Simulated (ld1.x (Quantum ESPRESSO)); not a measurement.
## Before and after: TM potential for W

tungsten (W), norm-conserving Troullier–Martins (Kleinman–Bylander form), made with ld1.x (Quantum ESPRESSO) 7.5 (LDA (PZ), scalar-relativistic). Core [Xe] 4f14, reference 5d4 6s0 6p0 (charge +2). Waves: 6s (bound, empty): rc 2.70 bohr; 5d (bound): rc 2.55 bohr; 6p (bound, empty): rc 2.75 bohr. Local part: the p channel. Core correction: none.

Change: all radii scaled by about 0.90 (s 2.42, p 2.46, d 2.28 bohr).

Cutoffs: the cutoffs (Ry, on a coarse ladder) from which the occupation-weighted sum of valence levels, in a spherical-Bessel basis at the reference potential, stays within 10 and 1 mRy of its value at 400 Ry; they do not see the model core or the augmentation charge, which bear on the density cutoff. Errors are all-electron minus pseudo energies relative to the spin-unpolarised reference configuration.

How do hardness, ghosts and transferability respond?

The potential gets neither clearly harder nor softer (30 Ry and 35 Ry → 30 Ry and 35 Ry); a bound ghost appears in s, which as a rule spoils a file; of the 9 tests that both files solve, the error grows in 2 and shrinks in 3 by more than 15 % and 0.3 meV (median size 57.2 → 50.2 meV).

| quantity | base | changed |
| --- | --- | --- |
| cutoff, loose | 30 Ry | 30 Ry |
| cutoff, tight | 35 Ry | 35 Ry |
| bound ghosts | none | s |
| error for 5d4 6s2 6p0, meV [ΔE -25.16 eV] | +79 | +56 |
| error for 5d4 6s1 6p0, meV [ΔE -16.03 eV] | +28 | +24 |
| error for 5d3 6s0 6p0, meV [ΔE 25.70 eV] | -52 | -50 |
| error for 5d5 6s0 6p0, meV [ΔE -15.17 eV] | -57 | -47 |
| error for 5d3 6s2 6p0, meV [ΔE -16.10 eV] | +33 | +19 |
| error for 5d2 6s0 6p0, meV [ΔE 63.25 eV] | -67 | -87 |
| error for 5d5 6s1 6p0, meV [ΔE -23.61 eV] | -8.0 | -18 |
| error for 5d4 6s0 6p0 (spin-polarised), meV [ΔE -2.36 eV] | +2808 | +2817 |
| error for 5d4 6s2 6p0 (spin-polarised), meV [ΔE -27.09 eV] | +2290 | +2216 |

 A true bound ghost makes a file unfit for plane-wave use even where its test errors are small: the radial tests pick states by their node count and pass the ghost by.
